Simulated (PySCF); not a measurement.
Correlation energy of Re⁺ (rhenium, charge +1)

[Xe] 4f14 5d5 6s1, high-spin 7S determinant. Calculation: PySCF 2.14, in def2-TZVPPD with the def2 core potential (60 electrons); a scalar-relativistic core potential. Frozen: nothing; 14 electrons correlated.

| level | correlation energy (mhartree) |
| --- | --- |
| CCSD | -302.99 |
| (T) | -7.35 |
| CCSD(T) | -310.34 |

Diagnostics: T1 = 0.0063, D1 = 0.0240, largest double amplitude 0.021.

Task: Is a single reference adequate?

Result: Yes, within this model without spin-orbit coupling: T1 lies below 0.03 and no double amplitude reaches 0.07.

The basis has no tight functions for the innermost shells, so their pair energies are far from complete.

This basis was not built for core-valence correlation, so the inner-shell part is incomplete.
